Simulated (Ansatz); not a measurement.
CdCl2. The state is a singlet with charge 0. Geometry PBE0-D4/def2-TZVP, basis def2-TZVP, Ansatz.

| run | HOMO (eV) | LUMO (eV) |
| --- | --- | --- |
| A | -8.90 | -2.19 |
| B | -9.13 | -2.06 |
| C | -7.86 | -2.86 |
| D | -8.49 | -2.56 |
| E | -7.46 | -2.96 |
| F | -7.53 | -3.08 |

In the def2 sets Cd takes a core potential; there is no spin–orbit coupling. HSE06 is defined as in plane-wave codes, on full-range PBE exchange.

The runs used HSE06, PBE, PBE0, r2SCAN, r2SCAN0, revPBE. Estimate which is which.

A PBE0 (25 % exact exchange); B r2SCAN0 (25 % exact exchange); C r2SCAN (0 % exact exchange); D HSE06 (range-separated); E revPBE (0 % exact exchange); F PBE (0 % exact exchange). Exact exchange lowers occupied and raises empty levels; among semilocal functionals meta-GGAs tend to open the gap a little, and such runs are hard to tell apart. The gap grows from 4.45 eV (PBE) to 7.07 eV (r2SCAN0).
